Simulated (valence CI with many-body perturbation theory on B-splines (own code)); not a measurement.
**In XLII: calculated level list**

Computed by configuration interaction combined with many-body perturbation theory (CI+MBPT): six valence electrons over a frozen Dirac-Fock core [He], a basis of 9 s, 9 p, 8 d, 6 f, 3 g, 1 h functions for each j, with the one-electron correlation potential Σ1 (screened to all orders), the two-electron term Σ2, the three-electron term Σ3, Breit, model QED; selected single and double excitations, second order for the rest, scaled by the run's own slope (own B-spline code, finite nucleus).

The last digits are not significant, and no measured levels were compared; by estimate large intervals hold to a few tenths of a per cent, small ones and those within an open d or f shell to about a per cent. Among the levels kept, up to 2200 cm⁻¹ of a level comes from second order outside the variational space, and about a tenth of that is noise between levels of different J, which matters for small intervals.

Levels 1 to 45 of 71, with energies above the lowest level, (2s^2 2p1/2^2 2p3/2^2) J=2. "Leading %" is the weight of the configuration and term that name the level; weights of strongly mixed levels are sums over their largest components and can fall short, and the name can then belong to a minority configuration. In the jj column 3d3/2^4 stands for four electrons in 3d with j = 3/2. Lifetimes count E1, E2, E3, M1 and M2 decay at the calculated energies, and are blank where another channel may lead or the interval is too uncertain; long ones can be off by a factor of two.

| No. | Configuration | Term | J | E (Ry) | Leading % | Lifetime | g | Second component | Leading jj |
| --- | --- | --- | --- | --- | --- | --- | --- | --- | --- |
| 1 | 2s²2p⁴ | ³P | 2 | 0.00 | 72 |  | 1.344 | 28 % 2s²2p⁴ ¹D | 2s^2 2p1/2^2 2p3/2^2 (100 %) |
| 2 | 2s²2p⁴ | ¹S | 0 | 2.41 | 60 | 45.2 ms |  | 40 % 2s²2p⁴ ³P | 2s^2 2p1/2^2 2p3/2^2 (99 %) |
| 3 | 2s²2p⁴ | ³P | 1 | 15.84 | 100 | 9.40 ns | 1.488 |  | 2s^2 2p1/2 2p3/2^3 (100 %) |
| 4 | 2s²2p⁴ | ¹D | 2 | 16.99 | 72 | 19.0 ns | 1.126 | 28 % 2s²2p⁴ ³P | 2s^2 2p1/2 2p3/2^3 (100 %) |
| 5 | 2s2p⁵ | ³P° | 2 | 32.67 | 100 | 2.30 ps | 1.486 |  | 2s 2p1/2^2 2p3/2^3 (100 %) |
| 6 | 2s²2p⁴ | ³P | 0 | 33.72 | 60 | 4.13 ns |  | 39 % 2s²2p⁴ ¹S | 2s^2 2p3/2^4 (99 %) |
| 7 | 2s2p⁵ | ³P° | 1 | 36.01 | 51 | 958 fs | 1.240 | 49 % 2s2p⁵ ¹P° | 2s 2p1/2^2 2p3/2^3 (97 %) |
| 8 | 2s2p⁵ | ³P° | 0 | 49.03 | 100 | 1.30 ps |  |  | 2s 2p1/2 2p3/2^4 (100 %) |
| 9 | 2s2p⁵ | ¹P° | 1 | 51.28 | 51 | 938 fs | 1.229 | 49 % 2s2p⁵ ³P° | 2s 2p1/2 2p3/2^4 (97 %) |
| 10 | 2p⁶ | ¹S | 0 | 70.91 | 99 | 593 fs |  |  | 2p1/2^2 2p3/2^4 (99 %) |
| 11 | 2s²2p³3s | ³P° | 2 | 265.02 | 45 | 65.6 fs | 1.545 | 31 % 2s²2p³3s ⁵S° | 2s^2 2p1/2^2 2p3/2 3s (99 %) |
| 12 | 2s²2p³3s | ¹P° | 1 | 265.47 | 29 | 25.3 fs | 1.210 | 28 % 2s²2p³3s ³S° | 2s^2 2p1/2^2 2p3/2 3s (99 %) |
| 13 | 2s²2p³3p | ³P | 1 | 269.93 | 29 | 6.22 ps | 1.528 | 24 % 2s²2p³3p ⁵P | 2s^2 2p1/2^2 2p3/2 3p1/2 (98 %) |
| 14 | 2s²2p³3p | ³D | 2 | 270.06 | 24 | 4.84 ps | 1.225 | 18 % 2s²2p³3p ³F | 2s^2 2p1/2^2 2p3/2 3p1/2 (98 %) |
| 15 | 2s²2p³3p | ³D | 3 | 274.48 | 46 | 5.93 ps | 1.360 | 31 % 2s²2p³3p ⁵P | 2s^2 2p1/2^2 2p3/2 3p3/2 (99 %) |
| 16 | 2s²2p³3p | ³P | 1 | 274.49 | 37 | 4.53 ps | 1.403 | 23 % 2s²2p³3p ¹P | 2s^2 2p1/2^2 2p3/2 3p3/2 (98 %) |
| 17 | 2s²2p³3p | ³P | 2 | 275.68 | 40 | 5.57 ps | 1.326 | 17 % 2s²2p³3p ¹D | 2s^2 2p1/2^2 2p3/2 3p3/2 (97 %) |
| 18 | 2s²2p³3p | ³P | 0 | 276.78 | 76 | 1.47 ps |  | 24 % 2s²2p³3p ¹S | 2s^2 2p1/2^2 2p3/2 3p3/2 (98 %) |
| 19 | 2s²2p³3s | ⁵S° | 2 | 279.87 | 22 | 41.5 fs | 1.273 | 15 % 2s²2p³3s ³D° | 2s^2 2p1/2^2 2p3/2 3d3/2 (58 %) |
| 20 | 2s²2p³3s | ⁵S° | 2 | 280.00 | 30 | 185 fs | 1.336 | 18 % 2s²2p³3s ³D° | 2s^2 2p1/2 2p3/2^2 3s (57 %) |
| 21 | 2s²2p³3d | ³F° | 3 | 280.25 | 27 | 1.07 ps | 1.151 | 21 % 2s²2p³3d ⁵D° | 2s^2 2p1/2^2 2p3/2 3d3/2 (90 %) |
| 22 | 2s²2p³3d | ⁵D° | 1 | 280.42 | 25 | 14.3 fs | 1.183 | 24 % 2s²2p³3d ³P° | 2s^2 2p1/2^2 2p3/2 3d3/2 (82 %) |
| 23 | 2s²2p³3d | ³P° | 0 | 280.47 | 57 | 5.57 ps |  | 32 % 2s²2p³3d ⁵D° | 2s^2 2p1/2^2 2p3/2 3d3/2 (98 %) |
| 24 | 2s²2p³3s | ³S° | 1 | 280.50 | 46 | 30.0 fs | 1.274 | 38 % 2s²2p³3s ³D° | 2s^2 2p1/2 2p3/2^2 3s (84 %) |
| 25 | 2s²2p³3d | ³F° | 4 | 281.26 | 47 | 49.5 ps | 1.270 | 31 % 2s²2p³3d ⁵D° | 2s^2 2p1/2^2 2p3/2 3d5/2 (99 %) |
| 26 | 2s²2p³3s | ³D° | 3 | 281.30 | 92 | 14.8 fs | 1.307 |  | 2s^2 2p1/2 2p3/2^2 3s (92 %) |
| 27 | 2s²2p³3s | ¹D° | 2 | 281.64 | 34 | 9.00 fs | 1.145 | 23 % 2s²2p³3s ³D° | 2s^2 2p1/2 2p3/2^2 3s (57 %) |
| 28 | 2s²2p³3s | ¹D° | 2 | 281.91 | 31 | 12.3 fs | 1.170 | 12 % 2s²2p³3d ³P° | 2s^2 2p1/2^2 2p3/2 3d5/2 (55 %) |
| 29 | 2s²2p³3d | ³D° | 3 | 282.70 | 43 | 3.36 fs | 1.189 | 19 % 2s²2p³3d ¹F° | 2s^2 2p1/2^2 2p3/2 3d5/2 (84 %) |
| 30 | 2s²2p³3d | ³D° | 1 | 282.89 | 24 | 4.25 fs | 1.051 | 22 % 2s²2p³3d ¹P° | 2s^2 2p1/2^2 2p3/2 3d5/2 (83 %) |
| 31 | 2s²2p³3s | ³P° | 0 | 283.37 | 99 | 55.8 fs |  |  | 2s^2 2p1/2 2p3/2^2 3s (99 %) |
| 32 | 2s²2p³3s | ³P° | 1 | 283.66 | 56 | 36.6 fs | 1.269 | 28 % 2s²2p³3s ¹P° | 2s^2 2p1/2 2p3/2^2 3s (84 %) |
| 33 | 2s²2p³3p | ⁵P | 1 | 284.78 | 44 | 10.9 ps | 1.635 | 21 % 2s²2p³3p ³D | 2s^2 2p1/2 2p3/2^2 3p1/2 (98 %) |
| 34 | 2s²2p³3p | ³F | 2 | 285.28 | 34 | 9.26 ps | 1.210 | 22 % 2s²2p³3p ³P | 2s^2 2p1/2 2p3/2^2 3p1/2 (99 %) |
| 35 | 2s²2p³3p | ³F | 3 | 286.32 | 43 | 6.54 ps | 1.107 | 31 % 2s²2p³3p ¹F | 2s^2 2p1/2 2p3/2^2 3p1/2 (99 %) |
| 36 | 2s²2p³3p | ³P | 2 | 287.79 | 56 | 1.45 ps | 1.334 | 21 % 2s²2p³3p ¹D | 2s^2 2p1/2 2p3/2^2 3p1/2 (97 %) |
| 37 | 2s²2p³3p | ³D | 1 | 288.12 | 71 | 4.40 ps | 0.670 | 24 % 2s²2p³3p ¹P | 2s^2 2p1/2 2p3/2^2 3p1/2 (95 %) |
| 38 | 2s²2p³3p | ⁵P | 3 | 289.31 | 51 | 3.86 ps | 1.385 | 25 % 2s²2p³3p ³F | 2s^2 2p1/2 2p3/2^2 3p3/2 (96 %) |
| 39 | 2s²2p³3p | ³P | 0 | 289.33 | 90 | 3.06 ps |  | 9 % 2s²2p³3p ¹S | 2s^2 2p1/2 2p3/2^2 3p3/2 (82 %) |
| 40 | 2s²2p³3p | ³P | 2 | 289.42 | 38 | 3.17 ps | 1.411 | 30 % 2s²2p³3p ³D | 2s^2 2p1/2 2p3/2^2 3p3/2 (98 %) |
| 41 | 2s²2p³3p | ³P | 0 | 290.33 | 71 | 2.15 ps |  | 28 % 2s²2p³3p ¹S | 2s^2 2p1/2 2p3/2^2 3p1/2 (82 %) |
| 42 | 2s²2p³3p | ¹P | 1 | 290.43 | 44 | 4.66 ps | 0.988 | 29 % 2s²2p³3p ³D | 2s^2 2p1/2 2p3/2^2 3p3/2 (94 %) |
| 43 | 2s²2p³3p | ³D | 3 | 290.71 | 64 | 4.31 ps | 1.215 | 32 % 2s²2p³3p ¹F | 2s^2 2p1/2 2p3/2^2 3p3/2 (98 %) |
| 44 | 2s²2p³3p | ³F | 4 | 290.83 | 100 | 5.66 ps | 1.238 |  | 2s^2 2p1/2 2p3/2^2 3p3/2 (100 %) |
| 45 | 2s²2p³3p | ³P | 1 | 291.87 | 74 | 801 fs | 1.427 | 17 % 2s²2p³3p ¹P | 2s^2 2p1/2 2p3/2^2 3p3/2 (97 %) |

Where two levels of one J and parity lie close, their mixing, g and order are uncertain.

The ionisation energy to 2s²2p³ ²P°3/2 of the next ion comes out as 6551.3 eV (NIST: 6554 ± 13 eV (semi-empirical)). All 71 levels together are meant to be complete up to 299.30 Ry.
